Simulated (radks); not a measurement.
Values are calculated unless marked as measured or tabulated.
Problem. The mean radii <r> (bohr) of the occupied orbitals of an atom or ion are listed with their occupations. Level of theory: scalar-relativistic Kohn-Sham, PBEsol, spin-polarised, spherical densities, finite nucleus; Fermi nuclear charge, rms radius of each element as measured or else 0.836 A^(1/3) + 0.57 fm (a radial shooting solver on a logarithmic mesh with Libxc functionals).

orbital  occ.      <r>
1s up       1  0.03500
1s down     1  0.03500
2s up       1   0.1437
2s down     1   0.1437
4p up       1   0.5859

Name the element and its charge. Open shells, if any, are filled with parallel spins first.

Solution. Z = 42, molybdenum, charge +37: Mo37+ in [He] 2s2 4p1. The 1s radius gives Z: for a bare nucleus <r> = (2 gamma + 1)/(2Z) with gamma = sqrt(1 - (Z/c)^2), 0.03457 bohr for Z = 42, and screening makes it slightly larger (0.03500 here). The occupations add up to 5, and the charge is Z minus that.
